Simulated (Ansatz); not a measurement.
Compare A (`FCO[SiH2]F`) with its isomer B (`OC[SiH](F)F`).

Computed with Ansatz on PBE0-D4/def2-TZVP structures; ΔE is electronic, products minus reactants. CCSD(T)/CBS is the MP2 limit (def2-TZVPP, def2-QZVPP) plus CCSD(T) − MP2 in def2-TZVPP, frozen cores. Functionals use def2-TZVPP. Each species was taken in one conformer, which may not be the lowest.

**Question.** Which is lower in electronic energy at CCSD(T)/CBS, and by how much? (An estimate is asked.)

**Answer.** The calculation gave: B, by 79.3 kJ/mol.

**Question.** Give E(B) − E(A) in kJ/mol with ωB97M-V, CCSD/def2-TZVPP, r2SCAN-D4, PBE-D4, HF/def2-TZVPP, B2PLYP, CCSD(T)/def2-TZVPP. (Best estimate.)

**Answer.** Computed: ωB97M-V -74.9, CCSD/def2-TZVPP -72.9, r2SCAN-D4 -75.4, PBE-D4 -77.1, HF/def2-TZVPP -55.7, B2PLYP -72.3, CCSD(T)/def2-TZVPP -73.7. None reverses the order clearly.

Largest T1 diagnostic: 0.012.

In def2-TZVPP, CCSD(T) changes the Hartree–Fock value by −18.0 kJ/mol (the triples alone add −0.8 kJ/mol) and MP2 by −22.8 kJ/mol.
